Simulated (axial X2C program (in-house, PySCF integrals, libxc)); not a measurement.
# Ω levels of OSmO²⁺ from open-shell CI on f(δφ)2 f(π)0

Computed with an in-house all-electron X2C program for linear molecules (integrals from PySCF): two-component X2C with atomic mean-field Coulomb and Gaunt terms, basis O dyall-v2z, Sm dyall-v2z (cores contracted in-house). Orbitals come from Hartree–Fock averaged over the configuration Sm f(δφ)2 f(π)0; CI then distributes these electrons over the f(δφ), f(π) shells of Sm.

O–Sm–O held linear, both bonds 1.608 Å (near the minimum of the configuration average).

Lowest levels of this model:

```csv
Ω,energy (cm⁻¹),g∥,configuration
4,0,6.09,100% f(δφ)2
5,4237,10.03,100% f(δφ)2
0,5548,0.00,100% f(δφ)2
6,7578,13.96,100% f(δφ)2
1,7985,3.38,100% f(δφ)2
0,14284,0.00,97% f(δφ)2
1,15010,2.49,99% f(δφ)2
2,15414,5.93,99% f(δφ)2
0,17068,0.00,97% f(δφ)2
0,20059,0.00,100% f(δφ)2
1,23235,2.12,98% f(δφ)2
4,27447,8.06,92% f(δφ)2 + 8% f(δφ)1 f(π)1
```

g∥ is the magnitude of 2⟨Lz + ge Sz⟩ for the +Ω component.

(1) From Ω and g∥ of the lowest level, whose 2⟨Lz + ge Sz⟩ is positive, find ⟨Sz⟩ and ⟨Lz⟩ (ge = 2.0023).

Occupations of the active spinors in the lowest level by ω, shell by shell in order of energy: -7/2: 0.00; -5/2: 0.00 0.00; -3/2: 0.00 0.00; -1/2: 0.00; 1/2: 0.00; 3/2: 1.00 0.00; 5/2: 0.69 0.31; 7/2: 0.00. The leading determinant has weight 0.69 among 5.

This point took 1.2 s on 1 thread of Arm Neoverse V2 (shared host).

There is no dynamic correlation: spin–orbit spacings and, for f shells, spacings inside one term are the most reliable numbers, splittings between terms come out too wide, and energies between configurations are not reliable, so the lowest level need not be the ground state of the molecule. At most 6 roots were kept for each Ω > 0 (twice that for Ω = 0) within 3.5 eV of the lowest, so higher up levels can be missing between those listed; levels with Ω > 0 are doubly degenerate and listed once, Ω = 0 levels singly. States that fill the shells left empty in the average are placed too high. Along the bond the averaged SCF switches between close solutions, so this one may not be the lowest. The molecule was held linear; bending was not examined.

Answers

(1) Ω = ⟨Lz⟩ + ⟨Sz⟩ = 4 and ⟨Lz⟩ + ge⟨Sz⟩ = 3.045, so ⟨Sz⟩ = -0.95 and ⟨Lz⟩ = 4.95.
